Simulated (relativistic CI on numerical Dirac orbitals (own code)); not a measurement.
**Mn³⁺ (3d4) in a crystal field**

Calculated by Dirac-Coulomb-Breit CI, separate exchange-only KLI orbitals for each configuration, a model potential for QED, valence Slater integrals scaled by 0.7, one configuration in a parametric crystal field (own radial code).

Field parameters in Wybourne normalisation: D4h B²₀ = −7Ds, B⁴₀ = 21(Dq − Dt), B⁴₄ = 21√(5/14) Dq; Oh B⁴₀ = 21Dq, B⁴₄ = √(5/14) B⁴₀. The field is a parameter set, without covalency.

S and J are read from ⟨S²⟩ = S(S + 1) and ⟨J²⟩ = J(J + 1) of each level; they are not fictitious spins.

D4h, 10Dq = 10700, Ds = 70, Dt = -310 cm⁻¹, the lowest 16 levels:

```tsv
E (cm⁻¹)	Degeneracy	Irrep	S	J
0.0	1	A1	2.00	2.94
6.2	2	E	2.00	2.95
23.8	1	B1	2.00	2.98
23.9	1	B2	2.00	2.98
1257	1	A1	1.99	2.93
1258	1	A2	1.99	2.93
1283	2	E	2.00	2.97
1292	1	B1	2.00	2.98
6651	1	A1	1.01	4.40
6699	1	A2	1.01	4.36
6815	2	E	1.00	4.19
6953	1	B2	1.00	3.93
6969	1	B1	1.00	3.90
8489	2	E	1.00	4.15
8501	1	A1	1.00	4.08
11962	1	A1	1.99	3.03
```

D4h, 10Dq = 8850, Ds = -1230, Dt = 530 cm⁻¹, the lowest 10 levels:

| E (cm⁻¹) | Degeneracy | Irrep | S | J |
| --- | --- | --- | --- | --- |
| 0.0 | 1 | A1 | 2.00 | 2.81 |
| 8.5 | 2 | E | 2.00 | 2.85 |
| 33.6 | 1 | B1 | 2.00 | 2.94 |
| 33.7 | 1 | B2 | 2.00 | 2.94 |
| 2278 | 1 | A2 | 2.00 | 2.87 |
| 2278 | 1 | A1 | 2.00 | 2.87 |
| 2292 | 2 | E | 2.00 | 2.89 |
| 2296 | 1 | B1 | 2.00 | 2.89 |
| 4662 | 2 | E | 2.00 | 2.44 |
| 4740 | 1 | A2 | 2.00 | 2.74 |

Oh, 10Dq = 12300 cm⁻¹, the lowest 10 levels:

```json
{"E (cm⁻¹)": "0.0", "Degeneracy": "1", "Irrep": "A1", "S": "2.00", "J": "2.91"}
{"E (cm⁻¹)": "16.0", "Degeneracy": "3", "Irrep": "T1", "S": "2.00", "J": "2.93"}
{"E (cm⁻¹)": "31.6", "Degeneracy": "2", "Irrep": "E", "S": "2.00", "J": "2.96"}
{"E (cm⁻¹)": "44.2", "Degeneracy": "3", "Irrep": "T2", "S": "2.00", "J": "2.98"}
{"E (cm⁻¹)": "56.7", "Degeneracy": "1", "Irrep": "A2", "S": "2.00", "J": "3.00"}
{"E (cm⁻¹)": "6654", "Degeneracy": "1", "Irrep": "A1", "S": "1.01", "J": "4.55"}
{"E (cm⁻¹)": "6826", "Degeneracy": "3", "Irrep": "T1", "S": "1.00", "J": "4.37"}
{"E (cm⁻¹)": "7089", "Degeneracy": "3", "Irrep": "T2", "S": "1.00", "J": "3.95"}
{"E (cm⁻¹)": "7104", "Degeneracy": "2", "Irrep": "E", "S": "1.00", "J": "3.91"}
{"E (cm⁻¹)": "12162", "Degeneracy": "1", "Irrep": "A1", "S": "1.99", "J": "2.50"}
```

The free-ion ground term has S = 2. Every field shown keeps that spin.

Levels of this model without a field, named by their leading LS term (the scale mimics covalency, so terms lie below those of the real free ion): 5D_0 0, 5D_1 93, 5D_2 273, 5D_3 526, 5D_4 842, 3H_4 16372, 3H_5 16548, 3H_6 16731 cm⁻¹.
